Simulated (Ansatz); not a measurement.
Cost and result up the ladder for the cluster Al4O6 (10 atoms). Charge 0, multiplicity 1. Geometry: r2SCAN-D4/def2-SVP.

```xyz
10

Al    0.212   -1.734    0.681
Al    1.125    0.803    0.434
Al   -1.745    0.076    0.486
Al   -0.228   -0.498   -1.642
O     1.516   -0.731    1.186
O     0.069   -2.096   -1.010
O    -1.818    0.078   -1.245
O     1.017    0.628   -1.294
O    -0.588    1.171    1.308
O     0.439    2.303    1.096
```

Ansatz on 4 threads of Arm Neoverse V2 on a shared host. Times are rough, and most runs start from the orbitals of an earlier one. No level here is sound enough to serve as a yardstick. Binding counts from free atoms at the same level (Al doublet, O triplet; other spins of the atoms weren't run), without zero-point energy or a counterpoise term.

Correlated methods freeze 26 core orbitals. The rows differ in basis, and correlated rows in double-zeta sets carry the largest basis error. The structure holds 1 bond(s) between oxygen atoms. Another isomer (singlet) lies 5.69 eV lower at PBE0-D4/def2-TZVP; other spin states weren't run for this one.

Correlated methods converge slowly with the basis, most of all in double-zeta sets.

| level | functions | wall time | binding energy per atom (eV) | remarks |
| --- | --- | --- | --- | --- |
| PBE-D4/def2-TZVP (with forces) | 334 | 6 s | 4.61 | restricted SCF unstable in HF |
| PBE0-D4/def2-TZVP | 334 | 9.5 s | 4.35 | restricted SCF unstable in HF |
| r2SCAN-D4/def2-TZVP | 334 | 10 s | 4.53 | restricted SCF unstable in HF |
| CAM-B3LYP-D4/def2-TZVP | 334 | 11 s | 4.40 | restricted SCF unstable in HF |
| ωB97M-V/def2-TZVP | 334 | 23 s | 4.45 | restricted SCF unstable in HF |
| CCSD(T)/def2-SVP | 156 | 33 s | 4.03 | large T1 (0.024), restricted SCF unstable |
